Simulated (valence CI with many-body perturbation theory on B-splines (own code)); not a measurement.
Values are calculated unless marked as measured or tabulated.
# Ladder of approximations for Hg LXXVI

Level of theory: valence CI with perturbative core correlation (CI+MBPT): three valence electrons over a frozen Dirac-Fock core [He], radial functions for each j: 11 s, 11 p, 9 d, 7 f, 5 g, 2 h, 1 i, with the one-electron correlation potential Σ1, the two-electron term Σ2, the three-electron term Σ3, Breit, model QED; selected CI, second order for the rest (own B-spline code, finite nucleus).

No measured spectrum was set against this ion. As an estimate, large intervals hold to a few tenths of a per cent, small ones and those within an open d or f shell to about a per cent.

Each rung adds one term. CI alone is the Dirac-Coulomb CI over the frozen core; QED comes last and gives the full result, which names the levels. Energies are above (2s^2 2p1/2) J=1/2 on the same rung, in Ry.

Levels are named by their leading jj configuration (3d3/2^4 stands for four electrons in 3d with j = 3/2), which in mixed levels can hold well under half, so a name can repeat and another be missing. Letters in brackets count levels of one name in rising energy.

| Level | CI alone |
| --- | --- |
| (2s 2p1/2^2) J=1/2 | 22.8 |
| (2s^2 2p3/2) J=3/2 | 156.0 |
| (2s 2p1/2 2p3/2) J=3/2 [a] | 172.2 |
| (2s 2p1/2 2p3/2) J=5/2 | 176.4 |
| (2s 2p1/2 2p3/2) J=1/2 | 181.3 |
| (2s 2p1/2 2p3/2) J=3/2 [b] | 182.0 |
| (2p1/2^2 2p3/2) J=3/2 | 205.3 |
| (2s 2p3/2^2) J=5/2 | 330.0 |
| (2s 2p3/2^2) J=1/2 | 338.0 |
| (2s 2p3/2^2) J=3/2 | 338.7 |
| (2p1/2 2p3/2^2) J=3/2 | 357.2 |
| (2p1/2 2p3/2^2) J=5/2 | 359.8 |
| (2p1/2 2p3/2^2) J=1/2 | 363.4 |
| (2p3/2^3) J=3/2 | 516.6 |
| (2s^2 3s) J=1/2 | 942.1 |
| (2s^2 3p1/2) J=1/2 | 949.6 |

(1) What do these energies become with core correlation, Breit and QED?

(2) How does the ionisation energy move along the ladder, and which term matters most?

Answers

(1) (2s 2p1/2^2) J=1/2 22.9 (+0.12); (2s^2 2p3/2) J=3/2 154.1 (-1.88); (2s 2p1/2 2p3/2) J=3/2 [a] 170.3 (-1.89); (2s 2p1/2 2p3/2) J=5/2 173.4 (-2.93); (2s 2p1/2 2p3/2) J=1/2 179.5 (-1.87); (2s 2p1/2 2p3/2) J=3/2 [b] 179.6 (-2.42); (2p1/2^2 2p3/2) J=3/2 203.2 (-2.10); (2s 2p3/2^2) J=5/2 325.7 (-4.31); (2s 2p3/2^2) J=1/2 334.7 (-3.30); (2s 2p3/2^2) J=3/2 334.7 (-3.97); (2p1/2 2p3/2^2) J=3/2 353.2 (-4.01); (2p1/2 2p3/2^2) J=5/2 354.9 (-4.98); (2p1/2 2p3/2^2) J=1/2 359.7 (-3.70); (2p3/2^3) J=3/2 510.8 (-5.84); (2s^2 3s) J=1/2 939.7 (-2.32); (2s^2 3p1/2) J=1/2 947.2 (-2.38).

(2) CI alone 22622, + Σ1 22622, + Σ2 22622, + Σ3 22622, + Breit 22578, + QED 22576 eV. The largest step is Breit, -44 eV. NIST lists 22580 ± 100 eV (theoretical).
